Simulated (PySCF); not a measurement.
Calculation: TPSSh-D3(BJ)/def2-TZVP // r2SCAN-D4/def2-SVP (PySCF). Isolated molecules, 0 K electronic values unless said otherwise. One relaxed conformer stands for a flexible species; it need not be the lowest. 

Reference species: [Hf(OH)(SH)3] (neutral, multiplicity 1).

The mean distance from the central atom to its bonded neighbours is 2.315 Å, the HOMO is -6.86 eV and the charge on the central atom (Mulliken) is 1.19 e. The LUMO is -1.92 eV.

Changed species: [Hf(OH)3(SH)] (1 of 4 OH replaced by SH; the reference has 3 of 4 OH replaced by SH).

### Question
Predict the effect on the mean distance from the central atom to its bonded neighbours, HOMO, charge on the central atom (Mulliken) and LUMO.

### Answer
the mean distance from the central atom to its bonded neighbours falls by 0.250 Å, to 2.065 Å; the HOMO rises by 0.60 eV, to -6.26 eV; the charge on the central atom (Mulliken) goes up by 0.33 e, to 1.52 e; the LUMO goes up by 1.50 eV, to -0.42 eV.
